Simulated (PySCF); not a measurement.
Species: C₅H₆NO₂ (charge -1).
Z-matrix (Å and degrees, GFN2-xTB geometry), rows numbered from 1:
```
O 
C   1  1.2245
O   2  1.2260  1  132.14
C   2  1.6537  1  114.81  3   178.32
C   4  1.4631  2  108.31  1   111.02
N   5  1.2754  4  117.57  2  -113.60
C   6  1.4516  5  108.34  4    -1.91
C   4  1.5275  2  113.33  1    -2.15
H   4  1.0913  2  103.42  1  -127.89
H   5  1.0810  4  122.38  2    63.16
H   7  1.0976  6  108.79  5  -126.24
H   7  1.0946  6  108.15  5   117.15
H   8  1.0937  4  112.11  2  -130.92
H   8  1.0915  4  109.49  2    -9.69
```

Structure optimised with GFN2-xTB, isolated species.

Masses are those of the commonest isotopes; rigid-rotor values at the optimised geometry. The values belong to one conformer with, in the numbering `[O:1]=[C:2]([O-:3])[C@@H:4]1[CH:5]=[N:6][CH2:7][CH2:8]1`, O1–C2–C4–C5 111°.

(1) What are A, B and C (MHz)?

(2) What kind of rotor is it?

(3) What does the inertial defect say?

(4) Give the other two planar moments, Paa and Pbb, and the rms extents of the mass along the axes.

(5) Estimate the classical rotational partition function at 100 K, 298.15 K and 500 K.

## Answers

(1) Ia = 120.68, Ib = 302.32, Ic = 361.64 u·Å²; 505379 MHz·u·Å²/I gives A = 4188, B = 1672, C = 1397 MHz.

(2) An asymmetric top: κ = (2 × 1672 − 4188 − 1397)/(4188 − 1397) = -0.80.

(3) Not planar: Δ = Ic − Ia − Ib = -61.36 u·Å². For a rigid frame Δ = −2 Σ m c², so Σ m c² = 30.68 u·Å² lies off the ab plane: 7.48 from hydrogen and 23.19 from heavier atoms. The atom farthest from that plane is 1.75 Å away.

(4) Paa = Σ m a² = (Ib + Ic − Ia)/2 = 271.64 and Pbb = Σ m b² = (Ia + Ic − Ib)/2 = 90.00 u·Å². With the mass M = 112.04 u, the rms extents √(P/M) along a, b and c are 1.56, 0.90, 0.52 Å.

(5) Point group C1, symmetry number σ = 1; q = (√π/σ)·√((kT/h)³/(ABC)), k/h = 20836.6 MHz/K: 53900 at 100 K, 277000 at 298.15 K, 603000 at 500 K.

Stationary, but not proved a minimum. These are rigid-rotor constants of the computed structure; measured ground-state constants (B0) also hold zero-point vibration.
